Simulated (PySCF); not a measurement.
Al(Cl)(OH)2(NH3), H5AlClNO2, singlet, PBE0/def2-SVP optimised geometry.

```
10

Al    -0.66    -0.33     0.00
Cl    -1.61     1.60     0.00
O     -1.55    -1.60    -0.75
H     -1.98    -1.52    -1.60
O      1.06    -0.33     0.00
H      1.61     0.04    -0.70
N     -0.86    -0.96     1.89
H     -1.38    -1.83     1.89
H     -1.34    -0.28     2.47
H      0.08    -1.12     2.27
```

Density from PBE0/def2-TZVP (PySCF) at that geometry.

Minimum of the electron density along straight lines between bonded atoms, close to the bond critical point (lines longer than 1.1 times the sum of covalent radii, or with two minima, are not listed):

```csv
bond,length / Å,ρ at the minimum / e bohr⁻³,∇²ρ there / e bohr⁻⁵,position (fraction from the first atom)
Al1–Cl2,2.146,0.067,0.27,0.38
Al1–O3,1.722,0.104,0.72,0.43
O3–H4,0.957,0.359,-2.44,0.81
Al1–O5,1.722,0.103,0.72,0.43
O5–H6,0.957,0.359,-2.44,0.81
Al1–N7,1.997,0.061,0.29,0.41
N7–H8,1.021,0.331,-1.69,0.75
N7–H9,1.020,0.331,-1.69,0.75
N7–H10,1.021,0.330,-1.69,0.75
```
